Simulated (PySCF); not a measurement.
**Selenium: a sound run and one with changed settings**

Sound run: Se [Ar] 3d10 4s2 4p4, Se⁺ [Ar] 3d10 4s2 4p3. All numbers are calculated (PySCF 2.14, the spin-free X2C one-electron Hamiltonian (Gaussian nucleus), in x2c-TZVPall (6s5p4d1f, 48 functions)). In the sound run the correlated levels freeze [Ar] 3d10. The sound run starts from symmetry-adapted Hartree-Fock orbitals and uses a fine grid where one is needed.

Changed run: no relativity, point nucleus. This setting is unsound on purpose.

| species | method | sound run (hartree) | changed run (hartree) | converged |
| --- | --- | --- | --- | --- |
| Se | UHF | -2428.06640 | -2386.21883 | yes |
| Se | B3LYP | -2429.84973 | -2388.02993 | yes |
| Se | TPSS | -2429.74087 | -2387.91994 | yes |
| Se | MP2 | -2428.16641 | -2386.31916 | yes |
| Se | CCSD(T) | -2428.18854 | -2386.34200 | yes |
| Se⁺ | UHF | -2427.75245 | -2385.90198 | yes |
| Se⁺ | B3LYP | -2429.48921 | -2387.66703 | yes |
| Se⁺ | TPSS | -2429.38656 | -2387.56286 | yes |
| Se⁺ | MP2 | -2427.82770 | -2385.97825 | yes |
| Se⁺ | CCSD(T) | -2427.84464 | -2385.99591 | yes |

Ionisation energy of Se:

| method | sound run (eV) | changed run (eV) |
| --- | --- | --- |
| UHF | 8.543 | 8.622 |
| B3LYP | 9.810 | 9.875 |
| TPSS | 9.641 | 9.717 |
| MP2 | 9.217 | 9.277 |
| SCS-MP2 | 9.282 | 9.341 |
| CCSD | 9.329 | 9.390 |
| CCSD(T) | 9.358 | 9.418 |

Most of the change in total energy is the relativistic energy itself. On top of that the contraction fixes the core shape for the Hamiltonian it was made with, so the changed run is not a good calculation with the other Hamiltonian either.

For comparison, NIST gives 9.752 eV between the lowest levels.
